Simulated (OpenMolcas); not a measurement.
## Pt4+: moving or changing the point charges

Pt4+ among 6 point charges of -1.7 e arranged as a trigonal antiprism (D3d), 1.79 Å from the ion, with a polar angle of 60.2° against the regular 54.74°.
```
   0.0000    1.5534    0.8893  -1.70
  -1.3453   -0.7767    0.8893  -1.70
   1.3453   -0.7767    0.8893  -1.70
   0.0000   -1.5534   -0.8893  -1.70
   1.3453    0.7767   -0.8893  -1.70
  -1.3453    0.7767   -0.8893  -1.70
```

```json
{"Program": "OpenMolcas", "Method": "SS-CASPT2, IPEA 0.25 Eh, imaginary shift 0.1 Eh (closed shells correlated: 5s 5p)", "Basis": "ANO-RCC-VTZP [8s7p5d3f1g]", "Scalar Hamiltonian": "DKH2, point nucleus", "Active space": "6 electrons in 5 orbitals (5d)", "State averaging": "2S+1 = 5 even, 5 roots; 2S+1 = 3 even, 45 roots; 2S+1 = 1 even, 50 roots", "Spin-orbit coupling": "RASSI with atomic mean-field integrals over the reference wave functions"}
```

Runs around this geometry, states (labels of D3, the rotations of D3d). Energies in cm-1 above the lowest state or level, χT in cm3 K/mol.

| R (Å) | q (e) | Polar angle / regular | Ground state | First state of that spin | First gap with spin-orbit (degeneracies) | χT at 300 K | First state of another spin |
| --- | --- | --- | --- | --- | --- | --- | --- |
| 1.79 | -1.1 | 1.1 | 5A1 | 5E 2500 | 390 (1, 2) | 3.537 | 3A2 13770 |
| 1.79 | -1.7 | 1.1 | 5A1 | 5E 4540 | 1220 (1, 2) | 1.204 | 1A1 9810 |
| 1.87 | -1.7 | 1.1 | 5A1 | 5E 3860 | 720 (1, 2) | 2.292 | 3A2 12270 |
| 1.79 | -1.7 | 1.19 | 5A1 | 5E 7760 | 1610 (1, 2) | 0.927 | 3A2 10430 |

Taking the first state of the same spin as R^-n, n = -ln(3860 / 4540) / ln(1.87 / 1.79) = 3.7 between the shortest and longest distance.

Scaling the charges by -1.1 / -1.7 = 0.65 scales the first state of the same spin by 2500 / 4540 = 0.55; with fixed orbitals a first-order splitting would follow the charge.

Roots that are degenerate in the reference are averaged as groups; the widest CASPT2 spread within a group is 120 cm-1 (the 2-fold group of multiplicity 1 near 68800 cm-1 above the lowest state of its run, R = 1.79, q = -1.1, ratio = 1.1). Shifts and gaps below about the spread of the groups concerned are not significant. This shell can be high or low spin here, a state of another spin lies low, and with metal d orbitals alone active their balance is uncertain, so the ground spin may be wrong. Point charges give a weaker field than real ligands, and real ions of this kind are as a rule low spin; the high spin found here belongs to the model. Free-ion shares, where given, are those of the reference states; single-state CASPT2 does not remix them. Spin-orbit coupling mixes the spin-free states strongly: the lowest level takes only 58 % from its leading state, 5A1 (figures for R = 1.79, q = -1.1, ratio = 1.1; the like holds for R = 1.79, q = -1.7, ratio = 1.1, R = 1.87, q = -1.7, ratio = 1.1, R = 1.79, q = -1.7, ratio = 1.19). Point charges carry no covalency, so the field is a model and not that of real ligands. No measured value stands beside these numbers.
